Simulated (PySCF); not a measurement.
Simulated C 1s region for `CC(C)CC[O][GeH3]`, binding energy against the vacuum level.

Every computed line was given a Gaussian of 0.4 eV full width at half maximum and an area set by the number of equivalent atoms; the highest printed point is 100. The calculation used delta-SCF UKS SCAN, pcX-2 on the ionised atom, pcseg-1 elsewhere, spin-free X2C (PySCF).

| binding energy (eV) | intensity |
| --- | --- |
| 289.7 | 1 |
| 289.8 | 4 |
| 289.9 | 16 |
| 290.0 | 42 |
| 290.1 | 77 |
| 290.2 | 100 |
| 290.3 | 92 |
| 290.4 | 60 |
| 290.5 | 28 |
| 290.6 | 9 |
| 290.7 | 2 |
| 290.8 | 0 |
| 290.9 | 0 |
| 291.0 | 0 |
| 291.1 | 0 |
| 291.2 | 0 |
| 291.3 | 0 |
| 291.4 | 1 |
| 291.5 | 4 |
| 291.6 | 11 |
| 291.7 | 19 |
| 291.8 | 25 |
| 291.9 | 23 |
| 292.0 | 15 |
| 292.1 | 7 |
| 292.2 | 2 |
| 292.3 | 1 |
| 292.4 | 0 |

Question: Count the maxima, the lines and the sites behind this envelope.

Answer: The curve has 2 maxima (at 290.2 and 291.8 eV). Under it lie 4 lines from 4 inequivalent carbon sites. At this width some lines have no maximum of their own.

Question: Decompose the envelope and assign each component. Numbering: `[CH3:1][CH:2]([CH3:3])[CH2:4][CH2:5][O:6][GeH3:7]`.

Answer: 
| position (eV) | relative area | line | atoms | environment |
| --- | --- | --- | --- | --- |
| 290.20 | 1 | C 1s | C4 | chain CH2 carbon |
| 290.23 | 1 | C 1s | C2 | sp3 CH carbon |
| 290.24 | 2 | C 1s | C1/C3 | methyl carbon |
| 291.82 | 1 | C 1s | C5 | sp3 carbon bound to oxygen |

The listed C 1s values span 1.62 eV, from C4 (bonded to 2 C and 2 H) to C5 (bonded to O, C and 2 H). Summing the Pauling electronegativity differences to the bonded atoms, each weighted by its formal bond order, gives -0.70 for the lowest site and +0.19 for the highest; no listed site has a larger sum than the highest. The smallest sum, -1.05, belongs to C1/C3, 0.04 eV above the lowest. The values 290.20, 290.23 and 290.24 eV lie too close for their order to be trusted.

The curve has no shake-up lines and no vibrational structure. One atom of each set of topologically equivalent atoms was ionised and stands for the set; in this conformer not all members are related by symmetry, and their own values weren't computed. One conformer (not necessarily the lowest) at the PBE0-D3(BJ)/def2-SVP geometry, without solvent, vibrations or thermal averaging.

Hardware: Arm Neoverse N1, one thread, shared host with 64 logical CPUs at a one-minute load of 60. Cost: 3.2 min of wall time, 0.63 GiB resident at most.

Shape of the structure used: `[CH3:1][CH:2]([CH3:3])[CH2:4][CH2:5][O:6][GeH3:7]`: C1–C2–C4–C5 60°, C2–C4–C5–O6 57°, C4–C5–O6–Ge7 -175°.
